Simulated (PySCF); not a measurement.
Electron correlation in Al⁺ (aluminium, charge +1)

[Ne] 3s2, closed-shell 1S. All numbers are calculated (PySCF 2.14, no relativity, point nucleus, in aug-cc-pwCVDZ (6s5p3d, 36 functions)). Frozen: 1s2; 10 electrons correlated.

MP2 pair energies summed by pair of shells (mhartree):

```tsv
pair	energy	share (%)
2p-2p	-86.36	55.9
3s-3s	-25.54	16.5
2s-2p	-21.74	14.1
2p-3s	-15.44	10.0
2s-2s	-4.31	2.8
2s-3s	-1.04	0.7
```

Total MP2 correlation energy: -154.41 mhartree.

Same-spin part -38.76 and opposite-spin part -115.66 mhartree; SCS-MP2 scales them by 1/3 and 6/5 to -151.71 mhartree.

MP2 falls well short for the outer s pair, which is nearly degenerate with np².
